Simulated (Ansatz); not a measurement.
Reaction: C4H5N (SMILES C(#N)/C=C\C) → C4H5N (SMILES C(CC=C)#N)
Each species at its own B3LYP-D3(BJ)/def2-TZVP minimum (Ansatz, a first-principles code), one conformer.

Wanted: isomerisation energy (electronic), in kcal/mol. Open shells are spin-unrestricted; no spin-orbit coupling. CBS(X,Y): correlation extrapolated as X^-3, Hartree-Fock from the larger set. A bracket is a step between two methods taken in the basis named. Functionals run without relativity, which enters their misses. Double hybrids freeze cores in their MP2 part. 'core' is core correlation in cc-pwCVTZ, 'X2C' scalar relativity in cc-pVTZ-DK, both at CCSD(T). The restricted determinant of C4H5N (C/C=C\C#N, singlet) is unstable towards broken spin symmetry in at least one set run.

CCSD(T)/CBS(cc-pVTZ,cc-pVQZ) + [CCSDT(Q) - CCSD(T)]/cc-pVDZ + core + X2C (Ansatz) gives 4.8 kcal/mol.

Task: What does PBE/def2-TZVPD (Ansatz) give here, and how do the other levels compare?

Result: PBE gives 6.9 kcal/mol, 2.1 kcal/mol above it. Differences of the others: r2SCAN/def2-TZVPD (Ansatz) 2.3; wB97M-V/def2-TZVPD (Ansatz) -0.1; B2PLYP/def2-TZVPD (Ansatz) 0.8; CCSD(T)/CBS(cc-pVTZ,cc-pVQZ) + core + X2C (Ansatz) 0.0 kcal/mol.
